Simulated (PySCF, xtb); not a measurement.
In(H)(Me)2 (C2H7In), SMILES [CH3][InH][CH3].

Harmonic wavenumbers (cm⁻¹) from GFN2-xTB in xtb 6.7.1 at its own minimum, in rising order: 10, 44, 94, 278, 414, 420, 468, 559, 626, 637, 652, 1201, 1207, 1392, 1439, 1440, 1448, 1448, 2961, 2964, 2970, 2977, 2980, 2985.

Q: What does B3LYP-D3(BJ)/def2-SVP (PySCF) give at its own minimum? (An estimate is asked for; the answer gives what the named calculation found.)

A: 24, 26, 114, 332, 449, 468, 496, 606, 707, 713, 736, 1177, 1181, 1428, 1434, 1435, 1437, 1712, 3031, 3031, 3122, 3123, 3144, 3144. Paired by order, the mean absolute difference is 68 cm⁻¹ and the zero-point energies are 45.2 and 47.3 kcal/mol.
